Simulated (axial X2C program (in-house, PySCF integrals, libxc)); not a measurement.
# Density and ELF of LiIn⁻

Calculated with an in-house all-electron X2C program for linear molecules (integrals from PySCF). Two-component (2c) means X2C with spin–orbit coupling and atomic mean-field two-electron Coulomb and Gaunt terms. Basis: In dyall-acv3z [12s13p10d5f1g], Li dyall-av3z [9s9p3d] (cores contracted in-house); Gaussian nuclei, density fitting, unrestricted open shells. Masses: In 114.904 u, Li 7.016 u.

PBE0, with spin–orbit coupling, state Ω = 1/2 (⟨Sz⟩ = -0.48, ⟨Lz⟩ = 0.98 at PBE0); In at z = 0, Li at z = 2.985 Å.

The maps cover the half plane through the axis: z from -2.4 to 4.8 Å along the bond, ρ from 0.15 to 2.25 Å away from it.

log10 of the density in e/bohr³:

```
 ρ\z  -2.4  -1.8  -1.2  -0.6   0.0   0.6   1.2   1.8   2.4   3.0   3.6   4.2   4.8
0.15  -2.7  -2.1  -1.4  -0.1   1.8  -0.1  -1.4  -1.8  -1.5   0.4  -1.6  -2.4  -2.6
0.45  -2.7  -2.2  -1.5  -0.5   0.4  -0.5  -1.5  -1.9  -1.9  -0.9  -2.0  -2.4  -2.6
0.75  -2.8  -2.3  -1.7  -1.0  -0.5  -1.0  -1.7  -2.0  -2.2  -2.0  -2.4  -2.5  -2.6
1.05  -2.9  -2.4  -1.9  -1.5  -1.2  -1.5  -1.9  -2.1  -2.3  -2.4  -2.5  -2.5  -2.7
1.35  -3.0  -2.6  -2.2  -1.8  -1.7  -1.9  -2.1  -2.3  -2.4  -2.5  -2.6  -2.6  -2.8
1.65  -3.2  -2.8  -2.4  -2.2  -2.1  -2.2  -2.3  -2.5  -2.6  -2.6  -2.7  -2.8  -2.9
1.95  -3.3  -3.0  -2.7  -2.5  -2.4  -2.5  -2.6  -2.7  -2.7  -2.8  -2.8  -2.9  -3.0
2.25  -3.5  -3.2  -2.9  -2.7  -2.7  -2.7  -2.8  -2.9  -2.9  -2.9  -3.0  -3.0  -3.2
```

Electron localisation function (collinear form, no current term, damped to 0 at low density):

```
 ρ\z  -2.4  -1.8  -1.2  -0.6   0.0   0.6   1.2   1.8   2.4   3.0   3.6   4.2   4.8
0.15  0.73  0.79  0.35  0.65  0.74  0.66  0.32  0.75  0.14  1.00  0.23  0.66  1.00
0.45  0.71  0.79  0.40  0.46  0.75  0.46  0.36  0.78  0.03  0.98  0.03  0.83  1.00
0.75  0.67  0.79  0.51  0.27  0.47  0.26  0.46  0.80  0.04  0.02  0.03  0.96  0.99
1.05  0.59  0.76  0.62  0.29  0.24  0.26  0.54  0.77  0.43  0.04  0.41  0.99  0.99
1.35  0.48  0.71  0.69  0.45  0.32  0.37  0.55  0.70  0.76  0.67  0.94  0.99  0.98
1.65  0.34  0.61  0.67  0.56  0.45  0.44  0.50  0.61  0.78  0.90  0.97  0.98  0.96
1.95  0.20  0.47  0.58  0.54  0.45  0.39  0.39  0.50  0.71  0.89  0.95  0.96  0.91
2.25  0.10  0.30  0.43  0.43  0.36  0.29  0.28  0.38  0.59  0.80  0.89  0.88  0.78
```

Axial spin density in 10⁻³ e/bohr³:

```
 ρ\z  -2.4  -1.8  -1.2  -0.6   0.0   0.6   1.2   1.8   2.4   3.0  3.6  4.2  4.8
0.15  -1.2  -3.5  -7.5   1.2  -8.4   1.8  -6.7  -6.4  -2.7   4.7  1.8  3.5  2.5
0.45  -1.1  -3.2  -6.9  -2.3  -0.2  -0.1  -6.5  -5.8  -2.8  -0.2  2.3  3.3  2.3
0.75  -1.0  -2.7  -5.7  -5.4  -1.0  -3.3  -5.7  -4.7  -2.4   0.3  2.4  2.9  2.1
1.05  -0.8  -2.1  -4.2  -5.4  -4.0  -4.2  -4.5  -3.5  -1.7   0.5  2.1  2.4  1.7
1.35  -0.6  -1.5  -2.9  -4.0  -3.9  -3.6  -3.3  -2.4  -1.1   0.5  1.7  1.8  1.4
1.65  -0.5  -1.0  -1.9  -2.7  -2.8  -2.6  -2.2  -1.6  -0.7   0.5  1.2  1.4  1.0
1.95  -0.3  -0.7  -1.2  -1.7  -1.8  -1.7  -1.4  -1.0  -0.4   0.3  0.9  0.9  0.8
2.25  -0.2  -0.5  -0.8  -1.1  -1.1  -1.1  -0.9  -0.6  -0.2   0.3  0.6  0.7  0.5
```

One determinant describes the state; a PBE0 search over occupations chose it and may have missed a lower one. Density functionals use the spin component along the axis (collinear). PBE0 can misorder states that lie within some tenths of an eV, so this need not be the ground state of the molecule. The nearest other 2c determinant of the search, Ω = 3/2, lies 0.14 eV up at the distance of the search. Without a current term, density functionals place determinants with orbital angular momentum somewhat too high. The highest occupied level of some functionals is positive through self-interaction error; at Hartree–Fock it is bound. The determinant is spin-polarised beyond a pure state at some levels (its spin-free form has ⟨S²⟩ too high), which makes Re and μ there less reliable.
